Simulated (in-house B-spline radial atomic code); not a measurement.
Results of a calculation; reference values are marked as such.
# What the choice of pseudopotential does to G0W0 on PBE0: Br²⁺

All numbers come from an all-electron radial atomic-structure program (B-spline basis), non-relativistic, configuration [Ar] 3d10 4s2 4p3, open shells at high spin. Semilocal Troullier-Martins pseudo-atoms, one channel per l, are made with PBE or LDA for several valence sets and radii, with or without a model core, and set against the all-electron atom. One channel fits only the lowest state of its l, so a second state of that l is approximate. All electrons give 4p up: PBE0 -31.05 eV, G0W0 -35.38 eV, 4s down: PBE0 -40.22 eV, G0W0 -44.59 eV. Potentials are made in the ion's own configuration unless the neutral atom is named, and a smooth local potential serves every l without a channel. Potentials that miss their own reference levels by more than 6 millihartree, or need radii over 3.5 bohr, are left out. Columns give pseudo minus all-electron, in eV; a dash marks a level in the core or of low weight.

| valence | made with | radii (bohr) | model core (bohr) | 4p up PBE0 | 4p up G0W0 | 4s down PBE0 | 4s down G0W0 |
| --- | --- | --- | --- | --- | --- | --- | --- |
| 4s 4p | LDA, neutral atom | s 1.44 p 1.66 | none | -0.26 | -0.33 | -0.01 | +0.04 |
| 4s 4p | LDA, neutral atom | s 1.15 p 1.33 | 1.09 | +0.12 | +0.06 | +0.42 | +0.47 |
| 4s 4p | PBE, neutral atom | s 1.30 p 1.51 | 1.09 | +0.12 | +0.09 | +0.37 | +0.44 |
| 3d 4s 4p | PBE | s 1.13 p 1.28 d 1.02 | none | -0.19 | -0.50 | +0.10 | -0.30 |
| 3d 4s 4p | LDA | s 1.27 p 1.44 d 1.15 | none | -0.23 | -0.57 | +0.08 | -0.33 |
| 3d 4s 4p | PBE | s 1.13 p 1.28 d 1.02 | 0.27 | -0.18 | -0.49 | +0.10 | -0.29 |
| 3d 4s 4p | PBE | s 1.27 p 1.44 d 1.15 | 0.27 | -0.17 | -0.50 | +0.05 | -0.37 |
| 3d 4s 4p | PBE | s 1.41 p 1.60 d 1.28 | 0.27 | -0.17 | -0.52 | +0.04 | -0.38 |
| 3d 4s 4p | PBE, neutral atom | s 1.66 p 1.93 d 1.47 | 0.27 | -0.16 | -0.55 | +0.02 | -0.44 |
| 3p 3d 4s 4p | LDA | s 1.27 p 0.43 d 1.15 | none | -0.02 | +0.08 | -0.49 | -1.73 |
| 3p 3d 4s 4p | LDA | s 1.41 p 0.48 d 1.28 | none | +0.02 | +0.13 | -0.47 | -1.64 |
| 3p 3d 4s 4p | PBE, neutral atom | s 1.88 p 0.63 d 1.66 | none | +0.01 | +0.14 | -0.91 | -2.49 |
| 3p 3d 4s 4p | LDA, neutral atom | s 1.66 p 0.55 d 1.47 | 0.25 | +0.13 | +0.27 | -0.67 | -1.98 |
| 3p 3d 4s 4p | PBE, neutral atom | s 1.88 p 0.63 d 1.66 | 0.25 | +0.07 | +0.20 | -0.94 | -2.51 |

(1) How does the G0W0 shift of 4p up, which all sets hold, depend on the valence set?

## Answers

(1) Mean size: 4s 4p: 0.16 eV; 3p 3d 4s 4p: 0.16 eV; 3d 4s 4p: 0.52 eV. A larger valence set can do worse when it takes only part of a shell, whose exchange with the frozen rest is then left to the functional. The means mix radii and the functional used in making the potentials.
